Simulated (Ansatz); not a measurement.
H2AlBCl, SMILES `[AlH2][B-]Cl` (triplet; the order of the spin states depends on the level) (charge -1, multiplicity 3). This triplet lies 0.08 eV above the relaxed singlet at the level frozen-core CCSD(T)/aug-cc-pVTZ // B3LYP-D3(BJ)/def2-TZVPD (Ansatz, an electronic-structure program); other levels give the other order.

Level of theory: Ansatz with PBE/aug-cc-pVTZ // B3LYP-D3(BJ)/def2-TZVPD.

Ansatz 0.2 input:
```yaml
crystal:
  periodic: [false, false, false]
  atoms:
    - { symbol: Al, position_ang: [-0.742059, -0.100868, -0.022964] }
    - { symbol: B, position_ang: [1.226573, -0.400497, 0.345547] }
    - { symbol: Cl, position_ang: [2.775088, 0.480812, 0.022172] }
    - { symbol: H, position_ang: [-1.847651, -1.175893, 0.452991] }
    - { symbol: H, position_ang: [-1.429106, 1.15915, -0.78618] }
basis:
  gaussian: { orbitals: aug-cc-pVTZ }
hamiltonian:
  xc: pbe
total_charge: -1
magnetization:
  spin_polarized: true
  initial_magnetization: 2
```

Output:

```
Functional definition: PBE
1059 factors; their error is unknown
mean field evaluation 1: about -19807.5203 eV, gradient 4.1e1 eV
mean field evaluation 2: about -19752.1961 eV, gradient 7.8e1 eV
mean field evaluation 4: about -19817.1366 eV, gradient 1.5e1 eV
mean field evaluation 8: about -19818.8993 eV, gradient 8.9e-2 eV
mean field evaluation 16: about -19818.8762 eV, gradient 3.5e-5 eV
mean field evaluation 32: about -19817.3252 eV, gradient 2.7e0 eV
mean field -19818.87621708 eV, -728.3302672609 hartree, gradient 3.5e-5 eV, S^2 2.006510; 4 other end points of the search recorded, 0 dependent functions left out
reference -19818.87629544 eV, -728.3302701404 hartree; 20, 18 occupied and 172, 174 virtual orbitals, 1059 factors
Total energy: -19818.87629544 eV, -728.3302701404 hartree
```
